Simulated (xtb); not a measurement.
Cd(SiH3)(GeH3) (CdGeH₆Si), SMILES [SiH3][Cd][GeH3]. All values are semi-empirical tight-binding results from xtb (GFN2-xTB unless named), good for trends rather than for accurate numbers. The structure is a stationary point at GFN2-xTB. The structure was generated by enumeration; whether it is a known compound was not checked.

Optimised geometry:

```xyz
9

Cd    -0.4828     0.5394     0.0283
Si     0.1060     1.9682    -1.9969
H     -0.6235     3.2178    -2.2788
H     -0.0145     1.1716    -3.2461
H      1.5368     2.3706    -1.9306
Ge     0.5528    -1.6665     0.9702
H      1.3741    -2.1285    -0.2614
H      1.7234    -1.7115     1.9490
H      0.0053    -3.0410     1.3207
```

A frequency run showed that this geometry is not a minimum.

For metal compounds this method's bond lengths and energies can be far off.

```yaml
orbital_gap: 3.34 eV
```

Computed atomic charges and the Wiberg bond orders between heavy atoms:
charges (e) Cd1 0.20, Si2 0.34, H3 -0.11, H4 -0.11, H5 -0.11, Ge6 0.00, H7 -0.09, H8 -0.06, H9 -0.06. Bond orders Cd1–Si2 0.79, Cd1–Ge6 0.66.
